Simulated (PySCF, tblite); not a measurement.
A database entry of computed molecular properties. Lists by class give the value and the number of equivalent atoms.

```json
{
 "formula": "C5H6NO2S",
 "smiles": "CS(=O)(=O)C/C=[C]\\C#N",
 "inchi": "InChI=1S/C5H6NO2S/c1-9(7,8)5-3-2-4-6/h3H,5H2,1H3",
 "charge": 0,
 "multiplicity": 2,
 "geometry_level": "GFN2-xTB",
 "electronic_structure_code": "PySCF",
 "results": {
  "GFN2-xTB geometry": {
   "point_group": "C1",
   "rotational_constants_GHz": [3.325, 0.702, 0.665]
  },
  "GFN2-xTB harmonic vibrations, gas phase": {
   "strongest_ir_bands_cm-1_km_per_mol_modes": [
    [698.1, 107.9, 1],
    [795.7, 119.9, 1],
    [1110.0, 116.9, 1],
    [1133.2, 306.1, 1],
    [1269.6, 465.1, 1],
    [2149.8, 89.6, 1]
   ],
   "zpe_kcal_per_mol": 62.5
  },
  "UKS B3LYP, pcH-1 on C H N O S, non-relativistic, mean-field spin-orbit, GIAO": {
   "g_iso": 2.00233,
   "g_tensor": [2.00101, 2.00228, 2.0037],
   "s2": 0.774,
   "a_iso_by_class_MHz": [
    ["1H", 135.5, 1],
    ["13C", 72.8, 1],
    ["13C", -69.3, 1],
    ["13C", 64.5, 1],
    ["13C", -49.3, 1]
   ]
  }
 }
}
```

The rotational constants make it an asymmetric top with κ = (2B − A − C)/(A − C) = -0.97, nearer the prolate limit (−1). With B = h/(8π²I), that is 505.379 GHz u Å² over I, the principal moments of inertia are 152.0, 719.5 and 759.5 u Å² (most abundant isotopes). ⟨S²⟩ is 0.024 above the pure-spin value S(S + 1) = 0.75. The zero-point energy, half the sum of the 39 harmonic wavenumbers, equals 21870 cm⁻¹ or 262 kJ/mol.

 In GFN2-xTB open shells enter through the occupations alone, without spin polarisation, so single modes can be far off. Hyperfine couplings depend on the geometry, which wasn't re-optimised at a DFT level.

For the vibration job (GFN2-xTB), time: 0.42 s. Hardware: Arm Neoverse V2, one thread (shared host).

Conformer computed: `[CH3:1][S:2](=[O:3])(=[O:4])[CH2:5]/[CH:6]=[C:7]\[C:8]#[N:9]`: C1–S2–C5–C6 70°, S2–C5–C6–C7 -105°.

One conformer stands for the species.
